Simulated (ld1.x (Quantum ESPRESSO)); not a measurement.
Ni: variants of one TM potential

Base potential:

nickel (Ni), norm-conserving Troullier–Martins (Kleinman–Bylander form), made with ld1.x (Quantum ESPRESSO) 7.5 (LDA (PZ), scalar-relativistic). Core [Ne], reference 3s2 3p6 3d8 4s2 4p0. Waves: 3s (bound): rc 1.05 bohr; 3p (bound): rc 0.70 bohr; 3d (bound): rc 1.40 bohr. Local part: all-electron potential smoothed inside 0.60 bohr (lloc = -1). Core correction: none.

Occupied shells without a wave of their own: 4s. They enter only through the test configuration that unscreens the potential.

All-electron outer shells of the reference configuration (LDA (PZ), scalar-relativistic, ld1.x):

| shell | level (eV) | outermost node (bohr) | outermost maximum (bohr) |
| --- | --- | --- | --- |
| 2s | -979.84 | 0.07 | 0.21 |
| 2p | -844.17 | – | 0.16 |
| 3s | -110.50 | 0.30 | 0.64 |
| 3p | -71.26 | 0.27 | 0.65 |
| 3d | -9.14 | – | 0.63 |
| 4s | -5.87 | 0.92 | 2.21 |
| 4p | -1.34 | 1.00 | 3.14 |

Cutoffs, loose and tight: the cutoffs (Ry, on a coarse ladder) from which the occupation-weighted sum of valence levels, in a spherical-Bessel basis at the reference potential, stays within 10 and 1 mRy of its value at 400 Ry. They do not see the model core or the augmentation charge, which bear on the density cutoff. Test errors are all-electron minus pseudo excitation energies from the reference, over the configurations 3s2 3p6 3d8 4s1 4p0; 3s2 3p6 3d8 4s0 4p0; 3s2 3p6 3d7 4s0 4p0; 3s2 3p6 3d8 4s1.5 4p0; 3s2 3p6 3d7 4s2 4p1; 3s2 3p6 3d7 4s2 4p0; 3s2 3p6 3d8 4s0 4p2 (two spin-polarised tests are not counted in the largest error). A dash means not determined; rows that change the core or the reference have their own tests. The largest error is taken over the tests solved by every variant that gives reliable tests at all: 3s2 3p6 3d7 4s0 4p0; 3s2 3p6 3d7 4s2 4p0; 3s2 3p6 3d8 4s0 4p0; 3s2 3p6 3d8 4s0 4p2; 3s2 3p6 3d8 4s1 4p0; 3s2 3p6 3d8 4s1.5 4p0.

Cutoffs are not given where the Bessel-basis levels miss the radial ones by over 6 mRy, ghosts where they miss by over 20 mRy; a channel whose overlap is not positive is not tested.

```csv
change,outcome,"cutoff, loose","cutoff, tight",bound ghosts,largest test error (meV)
base,"generated, misses its reference levels by 1.66 eV",260 Ry,over 300 Ry,none,-9862
local potential all-electron potential smoothed inside 0.92 bohr (lloc = -1),"generated, misses its reference levels by 0.21 eV",180 Ry,over 300 Ry,none,-1090
"all radii scaled by about 1.35 (s 1.42, p 0.94, d 1.90 bohr); local potential all-electron potential smoothed inside 0.82 bohr (lloc = -1)","generated, misses its reference levels by 0.94 eV",140 Ry,160 Ry,none,-4901
"type ultrasoft; waves now 3s (bound): rcut 1.00, rcutus 1.05 bohr; 4s (bound): rcut 1.00, rcutus 1.05 bohr; 3p (bound): rc 0.70 bohr; 4p (bound): rc 0.70 bohr; 3d (bound): rcut 1.20, rcutus 1.40 bohr; 3d channel at 0.4 Ry: rcut 1.20, rcutus 1.40 bohr; local potential all-electron potential smoothed inside 0.70 bohr (lloc = -2); augmentation built from norm-conserving waves at rcut, not smoothed further","generated, misses its reference levels by 1.90 eV",–,–,not determined,+3433
wave 3s (bound): rc 1.05 bohr becomes 3s (bound): rc 0.66 bohr,"generated, misses its reference levels by 0.31 eV",260 Ry,over 300 Ry,none,-1675
wave 3p (bound): rc 0.70 bohr becomes 3p (bound): rc 0.58 bohr,"generated, misses its reference levels by 1.66 eV",over 300 Ry,over 300 Ry,none,-9880
functional PBE,"generated, misses its reference levels by 1.48 eV",230 Ry,over 300 Ry,none,-8486
wave 3d (bound): rc 1.40 bohr becomes 3d (bound): rc 1.38 bohr,"generated, misses its reference levels by 1.66 eV",260 Ry,over 300 Ry,none,-9858
local potential the s channel,"generated, misses its reference levels by 0.45 eV",180 Ry,over 300 Ry,none,-2268
"all radii scaled by about 1.09 (s 1.14, p 0.76, d 1.52 bohr); local potential all-electron potential smoothed inside 0.64 bohr (lloc = -1)","generated, misses its reference levels by 1.56 eV",230 Ry,over 300 Ry,none,-8855
"all radii scaled by about 0.91 (s 0.96, p 0.64, d 1.28 bohr); local potential all-electron potential smoothed inside 0.54 bohr (lloc = -1)",failed: run_pseudo: Errors in PS-KS equation,–,–,–,–
local potential all-electron potential smoothed inside 1.10 bohr (lloc = -2),"generated, misses its reference levels by 0.92 eV",180 Ry,over 300 Ry,none,-4660
functional Wu–Cohen,"generated, misses its reference levels by 1.51 eV",230 Ry,over 300 Ry,none,-8657
```
